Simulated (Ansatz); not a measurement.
Species: BiF₂ (charge 0, doublet). SMILES: [F][Bi][F]
Geometry from a B3LYP-D3(BJ)/def2-TZVP (Ansatz, a first-principles code) optimisation:
```xyz
3

Bi    -0.1218    -0.0876     0.1883
F     -0.3250     1.6223    -0.8748
F      1.4481    -0.8140    -0.8620
```
Charge 0, spin multiplicity 2.

Wanted: atomisation energy, in kcal/mol. Set-up: atomisation electronic, to ground-state atoms; spin-orbit terms left out; LANL2DZ with its own core potentials from Na on; no dispersion term unless named; def2 sets with scalar-relativistic core potentials past Kr; open shells spin-unrestricted. First-principles rows: single points at B3LYP-D3(BJ) geometries (Ansatz).

```csv
species,coefficient,"E at B3LYP/LANL2DZ (Ansatz), Eh","E at B3LYP/def2-TZVPD (Ansatz), Eh"
[F][Bi][F],-1,-205.19731,-414.53470
Bi atom,+1,-5.41799,-214.68487
F atom,+2,-99.74999,-99.77110
```

 1 Eh = 627.5095 kcal/mol.

Q: Compute it at each level from the table.

A: 
- B3LYP/LANL2DZ: the sum of coefficient times E is 0.27934 Eh, or 175.29 kcal/mol. Result: 175.3 kcal/mol.
- B3LYP/def2-TZVPD: the sum of coefficient times E is 0.30763 Eh, or 193.04 kcal/mol. Result: 193.0 kcal/mol.
